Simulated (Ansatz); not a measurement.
Ideal-gas functions of `[F][Al][Br]` radical at 400 K and 1 bar, from an Ansatz frequency run at PBE0-D4/def2-TZVP.

Molar mass 125.88 g/mol, point group Cs (symmetry number 1), electronic degeneracy 2, moments of inertia 15.686, 221.483, 237.169 u Å². Harmonic wavenumbers (cm⁻¹, unscaled): 163, 400, 835.

Use S(trans) = R[1.5 ln M + 2.5 ln T − 1.1517]; rotational temperatures θ = 24.2544 K / I; S(rot) = R[ln(√π/σ · √(T³/θAθBθC)) + 1.5]; for each mode x = 1.438777 ν̃/T, S = R[x/(eˣ − 1) − ln(1 − e⁻ˣ)] and H = RT x/(eˣ − 1); 1 cm⁻¹ = 0.0119627 kJ/mol; R = 8.31446 J/(mol·K).

Problem. By hand: the entropy, in J/(mol·K).

Solution. Translation 175.3. Rotation: θ = 1.5462, 0.1095, 0.1023 K, giving 108.8. Vibration, mode by mode: 12.87, 5.97, 1.73, in all 20.6. Electronic 5.8. Sum 310.5 J/(mol·K).

Problem. By hand: H − E and G − E in kJ/mol, counted from the electronic energy.

Solution. Zero-point energy ½ × 1398 × 0.0119627 = 8.4; thermal vibration 4.5; translation, rotation and pV give 4 RT = 13.3. H − E = 26.2 kJ/mol, and G − E = 26.2 − 400 × 310.5/1000 = -98.0 kJ/mol.

Vibration gives 7 % of the entropy.
